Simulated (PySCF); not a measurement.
CH3ClSi, SMILES C[Si]Cl (connectivity only; charge and spin as stated), neutral, multiplicity 1.

Geometry: B3LYP-D3(BJ)/def2-TZVP.

These are PBE0/def2-TZVPD run with PySCF values and carry that method's errors.

Gas-phase values at a fixed geometry.

Computed frontier levels, gap, dipole moment and polarisability:
```json
{
  "highest_occupied_level": "-6.75 eV",
  "lowest_empty_level": "-2.59 eV",
  "orbital_gap": "4.16 eV",
  "dipole_moment": "1.87 D",
  "quadrupole, principal values (traceless, Buckingham form, about the centre of nuclear charge)": "-3.47, 0.16, 3.31 D·Å",
  "mean_static_polarisability": "59.9 bohr³ (8.88 Å³)",
  "polarisability_principal_values": "49.1, 59.9, 70.8 bohr³"
}
```
